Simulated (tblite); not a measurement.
C5H6SSi.
SMILES with atom numbers: `[CH:1]#[C:2][C:3]#[C:4][CH2:5][S:6][SiH3:7]` (hydrogens: H8 on C1; H9, H10 on C5; H11, H12, H13 on Si7)

Structure optimised with GFN2-xTB, isolated species.

Task: Give the optimised bond lengths and angles.

Result: 
```
            bond  length (bohr)   order
           C1≡C2          2.276  triple
           C2–C3          2.566  single
           C3≡C4          2.283  triple
           C4–C5          2.704  single
           C5–S6          3.498  single
          S6–Si7          4.050  single
           C1–H8          1.981  single
   C5–H9, C5–H10          2.062  single
Si7–H11, Si7–H13          2.747  single
         Si7–H12          2.759  single
```

Bonds in one row agree within 0.02 bohr and their mean is given. Orders are formal, as drawn. A selection of angles:
```
      angle  degrees
   C2–C1–H8    179.6
   C1–C2–C3    179.5
   C2–C3–C4    177.7
   C3–C4–C5    175.8
   C4–C5–S6    112.0
   C4–C5–H9    111.0
   S6–C5–H9    104.9
  S6–C5–H10    107.7
  H9–C5–H10    109.7
  C5–S6–Si7    101.1
 S6–Si7–H11    102.5
 S6–Si7–H12    107.0
 S6–Si7–H13    109.0
H11–Si7–H12    113.1
H12–Si7–H13    110.8
```

Dihedral angles: C4–C5–S6–Si7 -61° (synclinal). The mirror-image conformer, all signs reversed, is as good.

The 4 C–C bonds span 1.205 Å (C1≡C2, drawn triple) to 1.431 Å (C4–C5, drawn single), a spread of 0.226 Å. Of the pairs four or more bonds apart, C3···Si7 is among the closest relative to their van der Waals radii: 3.94 Å, 104 % of the sum of Bondi's values. Si7 (SiH3 silicon) is distorted tetrahedral (angles from 102.5° to 113.8°).

Point group: C1 (no symmetry element, even within 0.4 Å). Its GFN2-xTB frequencies are all real (lowest 32 cm⁻¹). The numbers are those of one conformer.

The numbers are calculated, not measured.
